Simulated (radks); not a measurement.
All-electron atom: Hf+ in [Xe] 4f14 5d1 6s1.5 5f0.5 (fractional occupations, a model configuration).

Calculated with a radial shooting solver on a logarithmic mesh with Libxc functionals: non-relativistic Kohn-Sham, Wu-Cohen GGA, spin-unpolarised, spherical densities, point nucleus; relativity is left out, which matters for an element this heavy.

Energy parts (eV):
| part | energy |
|---|---|
| total | -389765.38 |
| kinetic | 389661.49 |
| electron-nucleus | -927389.37 |
| Hartree | 155902.67 |
| exchange-correlation | -7940.17 |

Orbitals (lengths in bohr, moments of r in powers of bohr; r(90%) holds 90 % of the orbital's charge):
| orbital | occ. | eigenvalue (eV) | r(90%) |
|---|---|---|---|
| 1s | 2 | -60208.62 | 0.0374 |
| 2s | 2 | -9840.945 | 0.136 |
| 2p | 6 | -9421.856 | 0.122 |
| 3s | 2 | -2231.788 | 0.331 |
| 3p | 6 | -2038.745 | 0.323 |
| 3d | 10 | -1678.448 | 0.295 |
| 4s | 2 | -445.2206 | 0.729 |
| 4p | 6 | -365.6445 | 0.751 |
| 4d | 10 | -221.1692 | 0.807 |
| 5s | 2 | -67.6707 | 1.78 |
| 5p | 6 | -45.6042 | 2.01 |
| 4f | 14 | -35.6698 | 1.09 |
| 5d | 1 | -14.2672 | 3.17 |
| 6s | 1.5 | -12.5345 | 4.65 |
| 6p | 0 | -8.3350 | 5.64 |
| 7s | 0 | -4.0899 | 11.1 |
| 6d | 0 | -3.4539 | 10.6 |
| 5f | 0.5 | -2.0482 | 14.1 |

The highest occupied level is 5f at -2.048 eV. The configuration is held as typed, so some empty levels lie below it. Summed over all electrons, <r^2> = 105.5 bohr^2, which gives a Langevin (diamagnetic) susceptibility term of -83.6 x 10^-6 cm^3/mol. The electron density at the nucleus is 2.669e+05 e/bohr^3. Virial ratio -V/T = 2.00027. The density falls to 0.001 e/bohr^3 at r = 4.53 bohr.
